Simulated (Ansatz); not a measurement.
Ansatz (a program for electronic structure) input (B3LYP-D3(BJ)/def2-TZVP):

Ansatz 0.2 input:
```yaml
crystal:
  periodic: [false, false, false]
  atoms:
    - {symbol: Ba, position_ang: [-0.03955420, 0.19697290, 0.22970621]}
    - {symbol: F, position_ang: [-0.13682020, 0.80481059, -1.97499508]}
    - {symbol: F, position_ang: [0.38293525, -2.03041977, 0.54571198]}
basis:
  gaussian:
    orbitals: def2-TZVP
hamiltonian:
  xc: b3lyp
  dispersion: d3bj
total_charge: -1
magnetization: {spin_polarized: true, initial_magnetization: 1}
phonons: {temperatures: {t_min: 298.15, t_max: 298.15, t_step: 100}}
```

Output:

```
Functional definition: B3LYP
integrals: 0.02 GiB planned
599 factors; their error is unknown
mean field: 0.32 GiB planned
mean field evaluation 1: about -6134.5548 eV, gradient 1.3e1 eV
mean field evaluation 2: about -6133.7240 eV, gradient 2.3e1 eV
mean field evaluation 4: about -6135.1254 eV, gradient 2.8e-1 eV
mean field evaluation 8: about -6135.1467 eV, gradient 2.9e-2 eV
mean field evaluation 16: about -6134.3312 eV, gradient 1.8e0 eV
mean field evaluation 32: about -6133.9566 eV, gradient 2.5e0 eV
mean field -6135.14669795 eV, -225.4624825977 hartree, gradient 1.5e-5 eV, S^2 0.750046; 5 other end points of the search recorded, 0 dependent functions left out
the calculation of the forces begins
reference -6135.14693979 eV, -225.4624914855 hartree; 15, 14 occupied and 87, 88 virtual orbitals, 599 factors
these checks for a lower state are left out or cut short: stability, starts, cluster_reference, orbital_swaps, neighbouring_geometries, increment
integrals: 0.02 GiB planned
599 factors; their error is unknown
mean field: 0.32 GiB planned
mean field -6135.14667617 eV, -225.4624817976 hartree, gradient 3.7e-6 eV, S^2 0.750046; 0 other end points of the search recorded, 0 dependent functions left out
the calculation of the forces begins
reference -6135.14691800 eV, -225.4624906846 hartree; 15, 14 occupied and 87, 88 virtual orbitals, 599 factors
these checks for a lower state are left out or cut short: stability, starts, cluster_reference, orbital_swaps, neighbouring_geometries, increment
integrals: 0.02 GiB planned
599 factors; their error is unknown
mean field: 0.32 GiB planned
mean field -6135.14668121 eV, -225.4624819825 hartree, gradient 3.7e-6 eV, S^2 0.750046; 0 other end points of the search recorded, 0 dependent functions left out
the calculation of the forces begins
reference -6135.14692308 eV, -225.4624908711 hartree; 15, 14 occupied and 87, 88 virtual orbitals, 599 factors
these checks for a lower state are left out or cut short: stability, starts, cluster_reference, orbital_swaps, neighbouring_geometries, increment
integrals: 0.02 GiB planned
599 factors; their error is unknown
mean field: 0.32 GiB planned
mean field -6135.14669160 eV, -225.4624823646 hartree, gradient 3.7e-6 eV, S^2 0.750046; 0 other end points of the search recorded, 0 dependent functions left out
the calculation of the forces begins
reference -6135.14693345 eV, -225.4624912523 hartree; 15, 14 occupied and 87, 88 virtual orbitals, 599 factors
these checks for a lower state are left out or cut short: stability, starts, cluster_reference, orbital_swaps, neighbouring_geometries, increment
integrals: 0.02 GiB planned
599 factors; their error is unknown
mean field: 0.32 GiB planned
mean field evaluation 64: about -6135.1467 eV, gradient 1.0e-1 eV
mean field -6135.14669919 eV, -225.4624826434 hartree, gradient 3.8e-6 eV, S^2 0.750046; 0 other end points of the search recorded, 0 dependent functions left out
the calculation of the forces begins
reference -6135.14694104 eV, -225.4624915313 hartree; 15, 14 occupied and 87, 88 virtual orbitals, 599 factors
these checks for a lower state are left out or cut short: stability, starts, cluster_reference, orbital_swaps, neighbouring_geometries, increment
integrals: 0.02 GiB planned
599 factors; their error is unknown
mean field: 0.32 GiB planned
mean field -6135.14668923 eV, -225.4624822773 hartree, gradient 3.7e-6 eV, S^2 0.750046; 0 other end points of the search recorded, 0 dependent functions left out
the calculation of the forces begins
reference -6135.14693109 eV, -225.4624911657 hartree; 15, 14 occupied and 87, 88 virtual orbitals, 599 factors
these checks for a lower state are left out or cut short: stability, starts, cluster_reference, orbital_swaps, neighbouring_geometries, increment
integrals: 0.02 GiB planned
599 factors; their error is unknown
mean field: 0.32 GiB planned
mean field -6135.14668046 eV, -225.4624819553 hartree, gradient 3.7e-6 eV, S^2 0.750046; 0 other end points of the search recorded, 0 dependent functions left out
the calculation of the forces begins
reference -6135.14692229 eV, -225.4624908423 hartree; 15, 14 occupied and 87, 88 virtual orbitals, 599 factors
Total energy: -6135.19577530 eV, -225.4642861573 hartree
Atom 0 at    -0.039554     0.196973     0.229706 Å, force    -0.000089     0.000443     0.000516 eV/Å
Atom 1 at    -0.136820     0.804811    -1.974995 Å, force     0.000096    -0.000505    -0.000006 eV/Å
Atom 2 at     0.382935    -2.030420     0.545712 Å, force    -0.000008     0.000062    -0.000510 eV/Å
Dipole moment:     0.031816    -0.158439    -0.184769 e Å
Vibrations: 96.28 367.86 394.29 cm⁻¹, zero-point energy 0.053216 eV
```
